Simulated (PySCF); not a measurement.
The dipole of `C=C=Cc1ccccn1` from its density and from atomic charges.

Coordinates (GFN2-xTB, Å) and charges (e) from the PBE0/pcSseg-1 density (PySCF):

| atom | x | y | z | Mulliken | IAO | Hirshfeld | ESP-fitted |
| --- | --- | --- | --- | --- | --- | --- | --- |
| C1 | 3.456 | -0.033 | 0.148 | -0.1406 | -0.3601 | -0.1076 | -0.5947 |
| C2 | 2.306 | -0.593 | -0.031 | -0.1044 | +0.0424 | +0.0153 | +0.2988 |
| C3 | 1.143 | -1.156 | -0.209 | -0.0965 | -0.2037 | -0.0683 | -0.6869 |
| C4 | -0.142 | -0.509 | 0.029 | +0.0721 | +0.1386 | +0.0609 | +1.0005 |
| C5 | -0.240 | 0.811 | 0.482 | -0.0713 | -0.1795 | -0.0550 | -0.7138 |
| C6 | -1.495 | 1.351 | 0.684 | -0.0048 | -0.1210 | -0.0322 | +0.2865 |
| C7 | -2.613 | 0.566 | 0.433 | -0.1773 | -0.1898 | -0.0567 | -0.6077 |
| C8 | -2.410 | -0.731 | -0.014 | +0.1552 | -0.0086 | +0.0148 | +0.4591 |
| N9 | -1.217 | -1.256 | -0.212 | -0.4510 | -0.2913 | -0.1603 | -0.7640 |
| H10 | 3.976 | -0.089 | 1.092 | +0.1541 | +0.1751 | +0.0612 | +0.2336 |
| H11 | 3.956 | 0.508 | -0.640 | +0.1540 | +0.1751 | +0.0612 | +0.2327 |
| H12 | 1.078 | -2.177 | -0.560 | +0.1272 | +0.1885 | +0.0591 | +0.2598 |
| H13 | 0.656 | 1.383 | 0.665 | +0.0974 | +0.1606 | +0.0455 | +0.2366 |
| H14 | -1.605 | 2.369 | 1.031 | +0.0964 | +0.1587 | +0.0575 | +0.0907 |
| H15 | -3.610 | 0.951 | 0.581 | +0.0950 | +0.1591 | +0.0537 | +0.2172 |
| H16 | -3.246 | -1.387 | -0.224 | +0.0948 | +0.1560 | +0.0507 | +0.0515 |

Q: Compute μ = Σ q r for each scheme (1 e·Å = 4.803 D) and compare with the dipole of the full density.

A: The full density gives (0.25, 2.03, 0.70) D, 2.16 D in size; dipole vectors point from the negative to the positive end.

| scheme | μx | μy | μz | size (D) | share of the full size (%) | angle to the full dipole (°) |
| --- | --- | --- | --- | --- | --- | --- |
| Mulliken | 2.08 | 2.59 | 0.87 | 3.43 | 159 | 31 |
| IAO | 0.28 | 1.46 | 0.50 | 1.57 | 72 | 4 |
| Hirshfeld | 0.36 | 0.91 | 0.31 | 1.03 | 47 | 14 |
| ESP-fitted | 0.24 | 2.04 | 0.70 | 2.17 | 100 | 0 |

Q: Which set comes closest?

A: Length of the difference vector: ESP-fitted 0.02 D, IAO 0.61 D, Hirshfeld 1.19 D, Mulliken 1.92 D. Closest: ESP-fitted. 

Q: What is left for the Hirshfeld atoms' own dipoles?

A: The Hirshfeld atoms' densities add up to the full density, so μ = Σ q r + Σ (atomic dipoles). The atomic dipoles sum to (0.25, 2.03, 0.70) − (0.36, 0.91, 0.31) = (-0.11, 1.12, 0.39) D, 1.19 D in size.

Q: With the origin at the mean of the coordinates, (0.000, 0.001, 0.204) Å, which are the largest single terms, by size, of the Hirshfeld dipole along the direction of the full one?

A: N9 +1.12, H14 +0.64, H12 -0.61, H16 -0.44, C3 +0.36 D; all 16 atoms together +1.00 D. The single terms depend on the origin, their sum doesn't.

Q: Give the size of the full dipole in other units.

A: 2.16 D = 0.850 au = 0.450 e·Å = 7.21 × 10⁻³⁰ C·m.

Geometry: GFN2-xTB, one conformer, isolated molecule.

The values belong to the conformer `[CH2:1]=[C:2]=[CH:3][c:4]1[cH:5][cH:6][cH:7][cH:8][n:9]1`: C2–C3–C4–C5 0°.
